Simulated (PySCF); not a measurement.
NbF3, SMILES [F][Nb]([F])[F] (connectivity only; charge and spin as stated), neutral, multiplicity 3.

Coordinates come from a PBE0-D3(BJ)/def2-TZVP optimisation. The spin state was assumed, not searched. The def2 effective core potentials stand for the cores of Nb; spin–orbit coupling is left out.

Calculation: r2SCAN/def2-TZVPD in PySCF.

Computed frontier levels, dipole moment and polarisability:
```
Property                                                                                                         Value
---------------------------------------------------------------------------------------------  -----------------------
α spin, highest occupied and lowest empty level                                                     -4.90 and -3.70 eV
β spin, highest occupied and lowest empty level                                                    -10.31 and -2.87 eV
dipole moment                                                                                                0.216 e·Å
quadrupole, principal values (traceless, Buckingham form, about the centre of nuclear charge)   -4.52, -1.93, 6.45 D·Å
mean static polarisability                                                                        42.9 bohr³ (6.36 Å³)
polarisability, principal values                                                                40.5, 41.1, 47.3 bohr³
⟨S²⟩                                                                                           2.005 (pure state 2.00)
```
